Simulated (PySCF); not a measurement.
Isomers of C8H10FP, one conformer each; single-point electronic energies without zero-point terms and without any empirical dispersion term.

Level: PBE0/pcSseg-1 in PySCF, non-relativistic, each on one gas-phase PBE0-D3(BJ)/def2-SVP geometry that isn't relaxed in the solvent. The solvent is an IEF-PCM continuum (Bondi radii, 1.10 Å for H, scaled by 1.2). Only the electrostatic response of the medium enters.

| isomer | relative energy, gas (kJ/mol) | dipole (D) |
| --- | --- | --- |
| `CP(C)c1ccc(F)cc1` | 0.0 | 1.47 |
| `CCPc1ccc(F)cc1` | 20.8 | 1.45 |

**Question.** How do the relative energies look in chloroform (ε = 4.711)?

**Answer.** 
```csv
isomer,"relative energy, solvent (kJ/mol)",E(solvent) − E(gas) (kJ/mol),dipole in solvent (D)
`CP(C)c1ccc(F)cc1`,0.0,-13.7,1.91
`CCPc1ccc(F)cc1`,22.1,-12.4,1.78
```

The order is unchanged. Conformers: `[CH3:1][P:2]([CH3:3])[c:4]1[cH:5][cH:6][c:7]([F:8])[cH:9][cH:10]1` with C1–P2–C4–C5 -130°; `[CH3:1][CH2:2][PH:3][c:4]1[cH:5][cH:6][c:7]([F:8])[cH:9][cH:10]1` with C1–C2–P3–C4 -172°, C2–P3–C4–C5 78°. `CP(C)c1ccc(F)cc1` gains most from the continuum, and it has the largest gas-phase dipole. The gains span 1.3 kJ/mol, the gas-phase energies 20.8 kJ/mol.
